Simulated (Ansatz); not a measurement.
`C[CH]([SiH3])[InH2]`. Charge 0, multiplicity 1. In: def2 effective core potential. The structure was optimised at the PBE0-D4/def2-TZVP level.

```xyz
13

C    -0.044   -1.574    0.194
C    -0.170   -0.073    0.473
Si   -1.252    0.795   -0.773
In    1.757    0.934    0.557
H     0.561   -2.089    0.945
H     0.425   -1.765   -0.775
H    -1.023   -2.067    0.178
H    -0.626    0.105    1.454
H    -2.584    0.137   -0.916
H    -1.464    2.218   -0.387
H    -0.608    0.783   -2.120
H     1.911    2.490    1.288
H     3.117    0.105   -0.118
```

Task: What is the dipole moment at r2SCAN/def2-TZVPP? (Estimate.)

Result: Ansatz gave: 1.10 D, with components (0.05, -0.73, 0.82) D in this frame, pointing from negative to positive charge.

Task: And with PBE, B3LYP, ωB97M-V? (Estimate.)

Result: Computed: PBE 1.10 D, B3LYP 1.07 D, ωB97M-V 1.06 D.

Task: Give the Mulliken charges with r2SCAN, ωB97M-V, B3LYP in def2-TZVPP. (An estimate is asked.)

Result: Ansatz gave: 
| atom | r2SCAN | ωB97M-V | B3LYP |
| --- | --- | --- | --- |
| C1 | -0.15 | -0.34 | -0.28 |
| C2 | -0.35 | -0.46 | -0.34 |
| Si3 | 0.23 | 0.14 | 0.21 |
| In4 | 0.53 | 0.46 | 0.54 |
| H5 | 0.04 | 0.11 | 0.08 |
| H6 | 0.06 | 0.13 | 0.10 |
| H7 | 0.05 | 0.12 | 0.09 |
| H8 | 0.09 | 0.15 | 0.10 |
| H9 | -0.08 | -0.03 | -0.07 |
| H10 | -0.07 | -0.02 | -0.07 |
| H11 | -0.08 | -0.03 | -0.08 |
| H12 | -0.14 | -0.09 | -0.14 |
| H13 | -0.15 | -0.10 | -0.15 |

B3LYP here is the variant with VWN-RPA as its local correlation; programs differ in this.
